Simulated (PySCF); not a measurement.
C6H12O.
Structure used (GFN2-xTB), in Å, numbered top down from 1:
```xyz
19
C6H12O angstrom
C     -1.7158   -1.5208    0.5223
O     -1.7253   -0.2403   -0.0517
C     -0.5404    0.5103    0.1591
C     -0.8347    1.9277   -0.3263
C      0.6456   -0.0752   -0.5866
C      2.0324    0.3848   -0.2521
C      1.6050   -1.0084    0.0904
H     -2.7096   -1.9345    0.3605
H     -0.9706   -2.1740    0.0556
H     -1.5146   -1.4699    1.6004
H     -0.3112    0.5287    1.2399
H      0.0347    2.5625   -0.1817
H     -1.0895    1.9012   -1.3821
H     -1.6776    2.3377    0.2225
H      0.4224   -0.2650   -1.6302
H      2.1495    1.0897    0.5573
H      2.7356    0.5285   -1.0577
H      2.0134   -1.8298   -0.4788
H      1.4407   -1.2437    1.1317
```

The closed-shell SCF was solved with PySCF and density fitting under several settings on one GFN2-xTB geometry (grid level 2 and gas phase unless stated).

| settings | basis functions | SCF cycles | E (Eh) | HOMO (eV) | LUMO (eV) | dipole (D) |
| --- | --- | --- | --- | --- | --- | --- |
| PBE0/pcSseg-1 | 179 | 13 | -310.6361 | -7.19 | 1.66 | 1.26 |
| PBE0/def2-SVPD | 239 | 13 | -310.4704 | -7.29 | 0.90 | 1.29 |
| PBE0/ANO-RCC-VDZP | 158 | 13 | -310.7673 | -7.18 | 0.62 | 1.32 |
| CAM-B3LYP/def2-SVPD, damping 0.2 at the start, DIIS from the seventh cycle | 239 | 13 | -310.6683 | -8.73 | 1.50 | 1.36 |
| B97-D/6-31G, start guess huckel, fitting basis def2-universal-jkfit | 87 | 14 | -310.7168 | -5.31 | 2.02 | 1.40 |
| WP04/pcSseg-1, energy threshold 1e-06 Eh | 179 | 8 | -318.6786 | -8.30 | 0.15 | 1.34 |

Q: Estimate the rows for these settings: (1) PBE0/3-21G; (2) LDA/pcSseg-1, grid level 4.

A: 
```csv
settings,basis functions,SCF cycles,E (Eh),HOMO (eV),LUMO (eV),dipole (D)
PBE0/3-21G,87,12,-308.9692,-6.66,3.34,1.32
"LDA/pcSseg-1, grid level 4",179,15,-308.2515,-5.75,0.61,1.20
```

Q: Over all rows, what range does the HOMO–LUMO gap span?

A: From 6.36 eV (LDA/pcSseg-1, grid level 4) to 10.23 eV (CAM-B3LYP/def2-SVPD, damping 0.2 at the start, DIIS from the seventh cycle). The functional of the narrowest has no exact exchange, that of the widest range-separated exact exchange.

Q: And the dipole moment?

A: From 1.20 D (LDA/pcSseg-1, grid level 4) to 1.40 D (B97-D/6-31G, start guess huckel, fitting basis def2-universal-jkfit); the largest is 1.17 times the smallest, and the median is 1.32 D.

Q: Compare two rows with the functional PBE0: PBE0/ANO-RCC-VDZP and PBE0/3-21G. Which energy is lower, and by how much?

A: PBE0/ANO-RCC-VDZP (158 functions) lies 1.7981 Eh or 1128 kcal/mol below PBE0/3-21G (87 functions).

B97-D ran without the empirical dispersion term, which would shift the total energy alone. Cycle counts include a coarse-grid stage where the run had one. WP04 was designed for NMR shieldings or shifts; total energies of different functionals aren't comparable. ANO-RCC sets were contracted for a scalar-relativistic Hamiltonian, but ran non-relativistically here.

One conformer stands for the species.
